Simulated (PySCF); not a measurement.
B(H)(OEt)(NH2) (C₂H₈BNO), SMILES CCOBN.

The structure is a stationary point at ωB97X-D3(BJ)/def2-SVP. The structure was generated by enumeration, and PubChem lists no compound with its InChIKey, so it may never have been made. One conformer was computed; it need not be the lowest.

The numbers are results of PBE/def2-TZVP in PySCF, not measurements.

Isolated molecule, no solvent.

Question: Estimate the frontier levels, gap, dipole moment and polarisability. (An estimate is asked for; the answer gives what the named calculation found.)

Answer: 
| Property | Result |
|---|---|
| highest occupied level | -6.02 eV |
| lowest empty level | 0.31 eV |
| orbital gap | 6.33 eV |
| dipole moment | 0.46 D |
| quadrupole, principal values (traceless, Buckingham form, about the centre of nuclear charge) | -5.39, -3.31, 8.70 D·Å |
| mean static polarisability | 54.8 bohr³ (8.12 Å³) |
| polarisability, principal values | 46.2, 49.4, 68.7 bohr³ |
